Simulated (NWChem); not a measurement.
Molecule: SbCl2F; SMILES [F][Sb]([Cl])[Cl]

def2 effective core potentials on Sb; no spin-orbit coupling.

Task: Give the equilibrium geometry at PBE0/def2-SVP with def2 effective core potentials on Sb (NWChem) as a Z-matrix, with the point group.

Result: point group Cs; any orientation.
```
Sb
F 1 1.9277
Cl 1 2.3583 2 96.38
Cl 1 2.3583 2 96.38 3 99.09
```
